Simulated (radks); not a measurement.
The cadmium ion Cd2+, configuration [Kr] 4d9 6d1 (not the ground configuration). All-electron calculation, scalar-relativistic Kohn-Sham, PBE, spin-polarised, spherical densities, point nucleus; open shells are filled with parallel spins first (spin-orbit coupling, left out, can overturn this in heavy ions). Program: a radial shooting solver on a logarithmic mesh with Libxc functionals.

Unscreened Slater integrals over Kohn-Sham orbitals (cm^-1). They are taken over the spin-up orbitals.

integral,value
"F0(6d,6d)",25271
"F2(6d,6d)",13441
"F4(6d,6d)",9417.4
"F0(6d,4d)",35620
"F2(6d,4d)",4277.5
"F4(6d,4d)",1838.7
"G0(6d,4d)",1153.0
"G2(6d,4d)",1392.1
"G4(6d,4d)",1123.5
"F0(6d,4p)",36066
"F2(6d,4p)",3568.0
"G1(6d,4p)",1825.0
"G3(6d,4p)",1322.8
"F0(6d,4s)",36220
"G2(6d,4s)",1695.2
"F0(4d,4d)",165930
"F2(4d,4d)",83207
"F4(4d,4d)",54622
"F0(4d,4p)",183320
"F2(4d,4p)",91357
"G1(4d,4p)",115450
"G3(4d,4p)",70812
"F0(4d,4s)",189000
"G2(4d,4s)",85785
"F0(4p,4p)",207290
"F2(4p,4p)",108790
"F0(4p,4s)",215590
"G1(4p,4s)",146470
"F0(4s,4s)",225100

Derived for the open shells (J is the average intra-shell exchange parameter used in DFT+U). 4d: Racah B = F2/49 - 5 F4/441 = 1079 cm^-1, C = 35 F4/441 = 4335 cm^-1, C/B = 4.02, F4/F2 = 0.656, J = (F2 + F4)/14 = 9845 cm^-1. 6d: Racah B = F2/49 - 5 F4/441 = 167.5 cm^-1, C = 35 F4/441 = 747.4 cm^-1, C/B = 4.46, F4/F2 = 0.701, J = (F2 + F4)/14 = 1633 cm^-1.
